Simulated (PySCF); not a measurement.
# Dipole response of Pb²⁺ (lead, charge +2)

[Xe] 4f14 5d10 6s2, closed-shell 1S. All numbers are calculated (PySCF 2.14, scalar relativity by spin-free X2C-1e, in aug-cc-pwCVTZ-DK3 with one added diffuse shell each of s, d, f type (12s10p9d6f1g, 138 functions)). Coupled (time-dependent) response in atomic units; α is the mean over directions.

| method | mean α (bohr³) | C₆ (like pair) | S(−4) |
| --- | --- | --- | --- |
| UHF | 15.59 | 107.7 | 75.00 |

S(−4) is the Cauchy moment in α(ω) = α(0) + S(−4) ω² + …

α(iu) at UHF:

```json
{"u (hartree)": "0", "α(iu) (bohr³)": "15.59"}
{"u (hartree)": "0.0500", "α(iu) (bohr³)": "15.41"}
{"u (hartree)": "0.100", "α(iu) (bohr³)": "14.89"}
{"u (hartree)": "0.200", "α(iu) (bohr³)": "13.20"}
{"u (hartree)": "0.300", "α(iu) (bohr³)": "11.29"}
{"u (hartree)": "0.500", "α(iu) (bohr³)": "8.219"}
{"u (hartree)": "0.750", "α(iu) (bohr³)": "5.934"}
{"u (hartree)": "1.00", "α(iu) (bohr³)": "4.594"}
{"u (hartree)": "1.50", "α(iu) (bohr³)": "3.095"}
{"u (hartree)": "2.00", "α(iu) (bohr³)": "2.259"}
{"u (hartree)": "3.00", "α(iu) (bohr³)": "1.358"}
{"u (hartree)": "5.00", "α(iu) (bohr³)": "0.6374"}
```

A single London oscillator, α(iu) = α/(1 + u²/ω²), gives C₆ = (3/4) ω α². Matching the computed C₆ needs ω = 4 × 107.7 / (3 × 15.59²) = 0.591 hartree.

For an ion, C₆ is the dispersion term alone; charge-induced terms of lower order in 1/R come first.

Spin-orbit coupling, which splits the p, d and f shells strongly at this Z, is absent.
